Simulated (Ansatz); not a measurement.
The cluster Be₄O₃⁺, relaxed as a doublet with UKS PBE0-D4/def2-SVP in Ansatz, starting from the GFN1-xTB geometry. Force threshold 0.02 eV/Å.

The relaxation made no stability test and no search for a lower SCF solution. Another isomer (doublet) lies 0.79 eV lower at PBE0-D4/def2-TZVP; other spin states weren't run for this one.

Start:

```
atom    x (Å)    y (Å)    z (Å)
 Be1   0.7450  -1.0585  -0.9097
 Be2  -1.0360   0.9468  -0.7323
 Be3  -0.5920  -0.5723   0.5074
 Be4   0.8573   0.6597   1.1570
  O5  -0.4978   1.1378   0.6727
  O6   1.1254  -0.6867   0.5109
  O7  -0.6018  -0.4268  -1.2060
```

```csv
step,energy (eV),largest force component (eV/Å),SCF passes
1,-7729.1886,0.900,17
2,-7729.4089,0.473,23
3,-7729.5502,0.305,23
4,-7729.5869,0.571,23
5,-7729.6265,0.205,21
6,-7729.6310,0.093,20
7,-7729.6322,0.007,20
```

Force components are those of the run's own axes.

End:

```
atom   x (Å)   y (Å)   z (Å)
 Be1   0.817  -0.795  -0.941
 Be2  -0.770   0.991  -0.783
 Be3  -0.637  -0.615   0.547
 Be4   0.917   0.735   0.897
  O5  -0.618   1.029   0.777
  O6   1.011  -0.804   0.614
  O7  -0.720  -0.541  -1.111
```

By distances, no bond broke or formed. The bond that changes most is Be3–O6, from 1.72 to 1.66 Å (atoms count from 1).

No frequencies were taken in this run, so the end may be a saddle point.

Run time 8 s (4 threads of Arm Neoverse V2 on a shared host).
